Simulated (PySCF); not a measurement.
**Functional dependence of a UV spectrum**

Species: FGaH₂.
SMILES: `[F][GaH2]`

Linear-response calculations in the def2-SVPD basis (PySCF; singlets by full response, triplets Tamm–Dancoff, core orbitals frozen in the response; HF means time-dependent Hartree–Fock). 'Strongest' is the level of largest summed f among the singlets computed (10 roots, of which the last may lack a degenerate partner); it can jump between rows when another state enters that window. S1 is the lowest singlet of each run and needn't be the same state throughout; f(S1) is that of one state. Isolated species at its PBE0-D3(BJ)/def2-SVP geometry, gas phase. The LDA/def2-SVPD calculation is non-relativistic and has no spin–orbit coupling, an omission that weighs most on gallium.

```json
{"functional": "LDA", "kind": "LDA", "S1 (eV)": "5.09", "f(S1)": "0.000", "strongest (eV)": "7.69", "T1 (eV)": "4.75", "HOMO (eV)": "-7.69", "gap (eV)": "4.93", "ionisation energy, ΔSCF (eV)": "11.33"}
{"functional": "PBE", "kind": "GGA", "S1 (eV)": "5.24", "f(S1)": "0.000", "strongest (eV)": "7.67", "T1 (eV)": "4.86", "HOMO (eV)": "-7.62", "gap (eV)": "5.11", "ionisation energy, ΔSCF (eV)": "11.22"}
{"functional": "B3LYP", "kind": "global hybrid, 20% exact exchange", "S1 (eV)": "5.60", "f(S1)": "0.000", "strongest (eV)": "8.21", "T1 (eV)": "5.18", "HOMO (eV)": "-8.83", "gap (eV)": "6.82", "ionisation energy, ΔSCF (eV)": "11.60"}
{"functional": "PBE0", "kind": "global hybrid, 25% exact exchange", "S1 (eV)": "5.74", "f(S1)": "0.000", "strongest (eV)": "8.40", "T1 (eV)": "5.26", "HOMO (eV)": "-9.02", "gap (eV)": "7.33", "ionisation energy, ΔSCF (eV)": "11.59"}
{"functional": "BHandHLYP", "kind": "global hybrid, 50% exact exchange", "S1 (eV)": "6.08", "f(S1)": "0.000", "strongest (eV)": "8.85", "T1 (eV)": "5.56", "HOMO (eV)": "-10.33", "gap (eV)": "9.33", "ionisation energy, ΔSCF (eV)": "11.83"}
{"functional": "CAM-B3LYP", "kind": "range-separated hybrid", "S1 (eV)": "5.74", "f(S1)": "0.000", "strongest (eV)": "8.52", "T1 (eV)": "5.27", "HOMO (eV)": "-10.44", "gap (eV)": "9.61", "ionisation energy, ΔSCF (eV)": "11.79"}
{"functional": "wB97X-D", "kind": "range-separated hybrid", "S1 (eV)": "5.80", "f(S1)": "0.000", "strongest (eV)": "9.17", "T1 (eV)": "5.45", "HOMO (eV)": "-10.93", "gap (eV)": "10.92", "ionisation energy, ΔSCF (eV)": "11.77"}
{"functional": "LC-wPBE", "kind": "range-separated hybrid", "S1 (eV)": "6.04", "f(S1)": "0.000", "strongest (eV)": "10.36", "T1 (eV)": "5.47", "HOMO (eV)": "-11.78", "gap (eV)": "12.21", "ionisation energy, ΔSCF (eV)": "11.95"}
{"functional": "HF", "kind": "Hartree–Fock", "S1 (eV)": "6.77", "f(S1)": "0.000", "strongest (eV)": "11.46", "T1 (eV)": "5.93", "HOMO (eV)": "-12.31", "gap (eV)": "13.36", "ionisation energy, ΔSCF (eV)": "not settled"}
```

S1 runs from 5.09 eV (LDA) to 6.77 eV (HF), a spread of 1.67 eV, while the orbital gap spreads over 8.4 eV. Along PBE (0%), B3LYP (20%), PBE0 (25%), BHandHLYP (50%), HF (100%) S1 rises with the share of exact exchange. −ε(HOMO) comes closest to its own ΔSCF ionisation energy with LC-wPBE (-0.17 eV) and misses most with LDA (-3.63 eV). 'Not settled' means that the ion's SCF failed to converge or may have ended in another state than the lowest.
